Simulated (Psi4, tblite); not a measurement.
Interaction energy of C3H8 ··· Br- (SMILES CCC and [Br-]) (charge -1). Monomers: optimised at B3LYP-D3(BJ) (def2-TZVP), held rigid. Orientation: lowest of the rigid-body minima from ten starts at GFN2-xTB. Only R, the distance of the centres of mass, is varied, so the lowest point isn't the relaxed dimer.

Methods: GFN2-xTB (tblite); SCS-MP2/aug-cc-pVDZ = DF-SCS-MP2/aug-cc-pVDZ, frozen core, counterpoise-corrected (Psi4); HF/aug-cc-pVDZ, counterpoise-corrected (Psi4); SAPT0/jun-cc-pVDZ, frozen core (Psi4).

Interaction energies in kcal/mol:

```json
[
 {"R / Å": "3.34", "GFN2-xTB": "0.58", "SCS-MP2/aug-cc-pVDZ": "2.26", "HF/aug-cc-pVDZ": "6.59"},
 {"R / Å": "3.47", "GFN2-xTB": "-0.93", "SCS-MP2/aug-cc-pVDZ": "-0.11", "HF/aug-cc-pVDZ": "3.56"},
 {"R / Å": "3.75", "GFN2-xTB": "-2.18", "SCS-MP2/aug-cc-pVDZ": "-2.71", "HF/aug-cc-pVDZ": "-0.13"},
 {"R / Å": "3.91", "GFN2-xTB": "-2.29", "SCS-MP2/aug-cc-pVDZ": "-3.26", "HF/aug-cc-pVDZ": "-1.15"},
 {"R / Å": "4.12", "GFN2-xTB": "-2.17", "SCS-MP2/aug-cc-pVDZ": "-3.44", "HF/aug-cc-pVDZ": "-1.82"},
 {"R / Å": "4.32", "GFN2-xTB": "-1.96", "SCS-MP2/aug-cc-pVDZ": "-3.29", "HF/aug-cc-pVDZ": "-2.03"},
 {"R / Å": "4.60", "GFN2-xTB": "-1.63", "SCS-MP2/aug-cc-pVDZ": "-2.88", "HF/aug-cc-pVDZ": "-2.00"},
 {"R / Å": "4.95", "GFN2-xTB": "-1.28", "SCS-MP2/aug-cc-pVDZ": "-2.31", "HF/aug-cc-pVDZ": "-1.73"},
 {"R / Å": "5.39", "GFN2-xTB": "-0.94", "SCS-MP2/aug-cc-pVDZ": "-1.68", "HF/aug-cc-pVDZ": "-1.35"},
 {"R / Å": "6.13", "GFN2-xTB": "-0.56", "SCS-MP2/aug-cc-pVDZ": "-0.99", "HF/aug-cc-pVDZ": "-0.84"},
 {"R / Å": "7.11", "GFN2-xTB": "-0.31", "SCS-MP2/aug-cc-pVDZ": "-0.52", "HF/aug-cc-pVDZ": "-0.46"},
 {"R / Å": "8.38", "GFN2-xTB": "-0.16", "SCS-MP2/aug-cc-pVDZ": "-0.25", "HF/aug-cc-pVDZ": "-0.23"}
]
```

What does SAPT0/jun-cc-pVDZ give at the same points?

3.34: 1.18; 3.47: -0.79; 3.75: -2.90; 3.91: -3.30; 4.12: -3.36; 4.32: -3.15; 4.60: -2.70; 4.95: -2.13; 5.39: -1.54; 6.13: -0.91; 7.11: -0.48; 8.38: -0.23 (kcal/mol).
